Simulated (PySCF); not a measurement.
**Continuum solvent and chemical shifts**

Molfile (atoms numbered from 1):
```
C5H12BN
     RDKit          3D

 19 19  0  0  0  0  0  0  0  0999 V2000
    2.8563    0.7629   -0.4968 C   0  0  0  0  0  0  0  0  0  0  0  0
    1.7049   -0.3062   -0.6539 B   0  0  0  0  0  0  0  0  0  0  0  0
    0.3853    0.0056   -0.3190 N   0  0  0  0  0  0  0  0  0  0  0  0
   -0.7512   -0.9029   -0.4355 C   0  0  0  0  0  0  0  0  0  0  0  0
   -1.9508    0.0236   -0.5717 C   0  0  0  0  0  0  0  0  0  0  0  0
   -1.5753    1.1597    0.3758 C   0  0  0  0  0  0  0  0  0  0  0  0
   -0.0692    1.3134    0.1550 C   0  0  0  0  0  0  0  0  0  0  0  0
    2.9616    1.0766    0.5571 H   0  0  0  0  0  0  0  0  0  0  0  0
    2.6251    1.6830   -1.0623 H   0  0  0  0  0  0  0  0  0  0  0  0
    3.8362    0.3980   -0.8355 H   0  0  0  0  0  0  0  0  0  0  0  0
    1.9105   -1.4295   -1.0698 H   0  0  0  0  0  0  0  0  0  0  0  0
   -0.6169   -1.5887   -1.2835 H   0  0  0  0  0  0  0  0  0  0  0  0
   -0.8553   -1.5208    0.4767 H   0  0  0  0  0  0  0  0  0  0  0  0
   -2.9049   -0.4624   -0.3215 H   0  0  0  0  0  0  0  0  0  0  0  0
   -2.0221    0.3973   -1.6070 H   0  0  0  0  0  0  0  0  0  0  0  0
   -2.1281    2.0920    0.1914 H   0  0  0  0  0  0  0  0  0  0  0  0
   -1.7783    0.8577    1.4164 H   0  0  0  0  0  0  0  0  0  0  0  0
    0.4582    1.6154    1.0749 H   0  0  0  0  0  0  0  0  0  0  0  0
    0.1457    2.0886   -0.6017 H   0  0  0  0  0  0  0  0  0  0  0  0
  1  2  1  0
  2  3  1  0
  3  4  1  0
  4  5  1  0
  5  6  1  0
  6  7  1  0
  7  3  1  0
  1  8  1  0
  1  9  1  0
  1 10  1  0
  2 11  1  0
  4 12  1  0
  4 13  1  0
  5 14  1  0
  5 15  1  0
  6 16  1  0
  6 17  1  0
  7 18  1  0
  7 19  1  0
M  END
```

GIAO PBE0/pcSseg-1 in PySCF on one PBE0-D3(BJ)/def2-SVP conformer, non-relativistic, equivalent nuclei averaged. Solvents enter as an IEF-PCM continuum (dichloromethane with ε = 8.9, water with ε = 78.4) around the gas-phase geometry. Shifts are referred to TMS, BF3·OEt2 computed in the same medium.

Gas phase, δ in ppm: C4/C7 52.1, C5/C6 29.4, C1 2.9, B2 41.0, H11 5.35, H12/H13/H18/H19 3.24, H14/H15/H16/H17 1.68, H8/H9/H10 0.34. Dipole moment 2.10 D.

**Question.** How does each δ change in the continuum?

**Answer.** 
```tsv
atoms	environment	Δδ, dichloromethane	Δδ, water
C4/C7	sp3 CH2 bonded to N	+0.9	+1.1
C5/C6	sp3 CH2 in a ring	+0.6	+0.7
C1	methyl carbon bonded to B	+0.1	+0.1
B2	boron bonded to C, N, H	-0.5	-0.6
H11	hydrogen on a boron bonded to C, N	-0.17	-0.20
H12/H13/H18/H19	hydrogen on an sp3 CH2 bonded to N	+0.04	+0.05
H14/H15/H16/H17	hydrogen on an sp3 CH2 in a ring	+0.07	+0.08
H8/H9/H10	hydrogen on a methyl carbon bonded to B	0.00	0.00
```

Changes are relative to the gas phase. The dipole moment becomes 2.60 D in dichloromethane, 2.70 D in water.

**Question.** Which of the listed nuclei move most (in ppm), and what does the model miss? (N and O are left out, as their reference compounds move with the solvent too.)

**Answer.** C4/C7 (sp3 CH2 bonded to N, +1.1 ppm) in water. A continuum only polarises the solute; specific hydrogen bonds, the anisotropy of aromatic solvents and changes of geometry or conformer are outside it.
